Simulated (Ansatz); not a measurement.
Consider the redistribution: `OC1([SiH2]F)BC1` + `O[SiH](F)F` → `F[SiH2][SiH](F)F` + `OC1(O)BC1`.

Calculated with Ansatz (gas phase, PBE0-D4/def2-TZVP geometries, no zero-point term in ΔE). CCSD(T)/CBS is the MP2 limit (def2-TZVPP, def2-QZVPP) plus CCSD(T) − MP2 in def2-TZVPP, frozen cores. DFT in def2-TZVPP. One conformer a species, not always the lowest.

`OC1([SiH2]F)BC1`:

Cartesian coordinates in Å:
```
O -0.313 -1.640 -0.642
C -0.201 -0.305 -0.166
Si 0.928 -0.120 1.290
F 0.295 -0.863 2.562
B -1.311 0.695 -0.504
C 0.007 0.796 -1.237
H -1.035 -2.064 -0.169
H 2.238 -0.761 1.023
H 1.096 1.317 1.630
H -2.467 0.947 -0.454
H 0.797 1.517 -1.050
H -0.032 0.482 -2.282
```

`O[SiH](F)F`:

Cartesian coordinates in Å:
```
O 0.944 0.492 -0.698
Si -0.350 -0.164 0.008
F -1.015 0.843 1.035
F 0.047 -1.439 0.861
H 1.686 0.800 -0.175
H -1.311 -0.532 -1.031
```

`F[SiH2][SiH](F)F`:

Cartesian coordinates in Å:
```
F 0.977 -1.096 -1.747
Si -0.298 -0.820 -0.813
Si 0.303 0.769 0.819
F 0.566 2.177 0.128
F -0.942 0.945 1.798
H -0.687 -2.101 -0.169
H -1.408 -0.323 -1.661
H 1.489 0.449 1.646
```

`OC1(O)BC1`:

Z-matrix (Å, degrees):
```
C
O 1 1.398
B 1 1.538 2 115.0
O 1 1.381 2 115.0 3 -152.5
C 1 1.518 2 112.0 3 66.4
H 2 0.963 1 107.4 3 86.4
H 3 1.184 1 151.2 2 -67.5
H 4 0.965 1 107.9 2 -68.4
H 5 1.089 1 113.6 2 145.8
H 5 1.087 1 120.4 2 5.3
```

```json
{"level": "PBE-D4", "ΔE (kJ/mol)": "183.1"}
{"level": "r2SCAN-D4", "ΔE (kJ/mol)": "206.1"}
{"level": "SCS-MP2/def2-TZVPP", "ΔE (kJ/mol)": "222.4"}
{"level": "CCSD(T)/def2-TZVPP", "ΔE (kJ/mol)": "213.6"}
```

Question: What does CCSD(T)/CBS give? (An estimate is asked.)

Answer: Computed: +215.9 kJ/mol. The listed levels differ from it by -32.8, -9.8, 6.5, -2.3 kJ/mol.

Largest T1 diagnostic among the species: 0.013.

The D4 term adds +4.0 kJ/mol with B3LYP and +2.1 kJ/mol with PBE0; it sums over pairs of atoms, weighted by their polarisabilities, and B3LYP, whose exchange is more repulsive, gets the larger term. From PBE to PBE0 (25 % exact exchange), in def2-TZVPP and without D4, ΔE moves by +11.2 kJ/mol.

B3LYP here is the variant with VWN-RPA as its local correlation; programs differ in this.
